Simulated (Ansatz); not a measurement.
In2Te3, relaxed as a quintet with UKS r2SCAN-D4/def2-SVP in Ansatz, starting from the r2SCAN-D4/def2-SVP geometry of the neutral singlet. Force threshold 0.02 eV/Å.

In the def2 sets In, Te take a core potential; there is no spin–orbit coupling. At r2SCAN-D4/def2-SVP a singlet of charge 0 lies 1.33 eV below the quintet, each at its own geometry. The structure comes from a short search, and lower isomers may exist.

Start:

Cartesian coordinates in Å:
```
In 2.0793 0.9295 0.8531
In -2.2123 0.3295 -0.9551
Te -0.8259 0.2742 1.8693
Te 0.1766 -1.6716 0.1355
Te 0.7823 0.1384 -1.9027
```

**Question.** Estimate the energy that the relaxation releases and the steps that it takes.

**Answer.** 53.9 kcal/mol, in 9 steps; 68 s on 4 threads of Arm Neoverse V2 on a shared host. No frequencies were taken in this run, so the end may be a saddle point.

**Question.** Does the start keep its bonding and symmetry?

**Answer.** Bonds lost: Te3–Te4, Te4–Te5 (atoms count from 1). Point group C2v at the start, D3h at the end, both within 0.05 Å.

**Question.** Predict the relaxed structure.

**Answer.** 
```
atom   x (Å)   y (Å)   z (Å)
 In1   1.980   0.277   0.834
 In2  -1.981  -0.276  -0.834
 Te3  -0.801   1.071   1.547
 Te4   0.214  -2.026   0.164
 Te5   0.587   0.954  -1.711
```
Bond lengths (bridged metal pairs left out): 6 × In–Te 2.98 Å.
